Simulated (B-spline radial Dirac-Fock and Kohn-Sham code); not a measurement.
## What relativity does to the binding energies of Nb¹⁵⁺

System: Nb¹⁵⁺, configuration [Ar] 3d8.

Both columns are ΔSCF binding energies of the configuration average from a B-spline atomic structure program: non-relativistic Hartree-Fock with a point nucleus, and Dirac-Fock with a finite nucleus and the Coulomb interaction alone, averaged over the two j levels with weights 2j+1.

```tsv
shell	Hartree-Fock (eV)	Dirac-Fock (eV)	shift (eV)	shift (%)
1s	19010.5	19458.2	+447.77	+2.36
2s	3014.9	3121.6	+106.70	+3.54
2p	2792.3	2821.6	+29.27	+1.05
3s	823.5	846.1	+22.60	+2.74
3p	737.1	744.3	+7.23	+0.98
3d	588.4	586.2	-2.11	-0.36
```

Relativity binds 1s, 2s, 2p, 3s, 3p more strongly, among those listed most of all 2s in relative terms, and 3d more weakly, because the contracted s and p shells screen the nucleus better.

Values without a named source are computed, but for edge energies of neutral atoms, which are taken from tables.
